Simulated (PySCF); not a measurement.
A PySCF script (with the pyscf-properties extension) for the NMR shieldings of `InChI=1S/C3H11BS2Si/c1-4(2)3-6-7-5/h5H,3,7H2,1-2H3`, on a GFN2-xTB geometry:

```python
import basis_set_exchange as bse
import numpy as np
from pyscf import gto, dft
from pyscf.prop import nmr

atoms = """
C    -2.623937   -1.044830    0.161574
B    -1.389472   -0.070655    0.240026
C    -1.552887    1.476043    0.044279
C     0.036174   -0.699568    0.523646
S     1.392578    0.512581    0.823302
Si    2.904746   -0.281295   -0.445052
S     4.598211    1.018869   -0.299656
H    -3.344526   -0.790743    0.938007
H    -2.378267   -2.098062    0.272752
H    -3.155492   -0.923074   -0.780843
H    -1.274842    1.992140    0.963667
H    -0.862027    1.853355   -0.708586
H    -2.556398    1.793256   -0.225852
H     0.023193   -1.351152    1.398820
H     0.340002   -1.319037   -0.320416
H     2.442322   -0.283912   -1.825941
H     3.298769   -1.613302   -0.007124
H     4.093093    1.835703    0.611100
"""
names = dict.fromkeys(["C", "B", "S", "Si", "H"], "pcSseg-1")
basis = {el: gto.basis.parse(bse.get_basis(n, elements=[el], fmt="nwchem")) for el, n in names.items()}
mol = gto.M(atom=atoms, basis=basis, charge=0, verbose=0)
mf = dft.RKS(mol, xc="PBE0")
mf.grids.level = 2
mf.grids.alignment = dft.numint.BLKSIZE   # the property module wants whole blocks of grid points
mf.conv_tol = 1e-9
mf.kernel()

calc = nmr.RKS(mf)   # GIAO
C = mf.mo_coeff
Co = C[:, mf.mo_occ > 0]
resp = mf.gen_response(singlet=True, hermi=2)
def vind(x):   # induced exchange potential for any number of trial vectors
    d = np.einsum("pi,xij,qj->xpq", C, 2 * x.reshape(-1, C.shape[1], Co.shape[1]), Co, optimize=True)
    return np.einsum("xpq,pi,qj->xij", resp(d - d.transpose(0, 2, 1)), C, Co, optimize=True).ravel()
mo1, _ = nmr.rhf.solve_mo1(calc, with_cphf=vind)
sigma = calc.kernel(mo1)
for i, s in enumerate(sigma):   # ppm
    print("%2d %-2s %9.2f" % (i, mol.atom_pure_symbol(i), np.trace(s) / 3))
```

**Question.** What are the results?

**Answer.** 
```
 0 C     171.98
 1 B      10.39
 2 C     170.51
 3 C     155.04
 4 S     711.68
 5 Si    366.99
 6 S     778.46
 7 H      30.76
 8 H      30.86
 9 H      30.71
10 H      30.70
11 H      30.32
12 H      30.56
13 H      28.73
14 H      29.85
15 H      26.47
16 H      26.24
17 H      31.56
```

These numbers come from an equivalent density-fitted implementation of the same equations, which agrees with the script to about 0.01 ppm for H and up to a few tenths of a ppm for heavy atoms, so last digits may differ.

Size and cost of the density-fitted run: 195 basis functions, 28 s wall time on 1 thread of an Arm Neoverse V2, shared host; peak memory 0.8 GiB.
